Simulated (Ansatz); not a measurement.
Start from `[Cl][GaH][Cl]` and change one element to get `[Cl][InH][Cl]`.

Ansatz, PBE0-D4/def2-TZVP geometries, multiplicity 1. 

Elements past krypton have def2 core potentials. Scalar relativity is left out up to krypton.

```
                                      property  `[Cl][GaH][Cl]`
         HOMO energy (ωB97M-V/def2-TZVPP) / eV           -11.39
size of the dipole moment (PBE/def2-TZVPP) / D             1.58
         LUMO energy (ωB97M-V/def2-TZVPP) / eV             0.02
             HOMO energy (PBE/def2-TZVPP) / eV            -7.74
             LUMO energy (PBE/def2-TZVPP) / eV            -2.51
          HOMO–LUMO gap (PBE0/def2-TZVPP) / eV             7.43
```

Task: What does the change do to each property? (Best estimate.)

Result: Computed: 
| property | `[Cl][InH][Cl]` | shift |
| --- | --- | --- |
| HOMO energy (ωB97M-V/def2-TZVPP) / eV | -11.14 | 0.25 |
| size of the dipole moment (PBE/def2-TZVPP) / D | 2.40 | 0.82 |
| LUMO energy (ωB97M-V/def2-TZVPP) / eV | -0.38 | -0.40 |
| HOMO energy (PBE/def2-TZVPP) / eV | -7.54 | 0.20 |
| LUMO energy (PBE/def2-TZVPP) / eV | -2.67 | -0.16 |
| HOMO–LUMO gap (PBE0/def2-TZVPP) / eV | 6.97 | -0.46 |

With PBE0 the HOMO rises by 0.24 eV and the LUMO falls by 0.22 eV, so the gap narrows by about 0.46 eV. PBE moves the HOMO by 0.20 eV and ωB97M-V by 0.25 eV. Dipoles are sizes alone; their direction can turn.
